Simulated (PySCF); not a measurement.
Vertical excitations of a molecule C₆H₁₉NSi₂ from TDA-M06-2X/def2-SVP (PySCF), as energy in eV (oscillator strength): 6.96 (0.046), 7.88 (0.017), 8.22 (0.014), 8.33 (0.006), 8.61 (0.014), 8.77 (0.119). Lowest triplet (TDA): 6.56 eV. The structure is a stationary point at B3LYP-D3(BJ)/def2-SVP. One conformer was computed; it need not be the lowest.

Problem. Which molecule gave these data?
A. CN(C)[SiH2]C[Si](C)(C)C
B. CN([SiH](C)C)[Si](C)(C)C
C. C[Si](C)(C)N[Si](C)(C)C
D. CN(C)[SiH2]CC[SiH](C)C

Solution. C, C[Si](C)(C)N[Si](C)(C)C
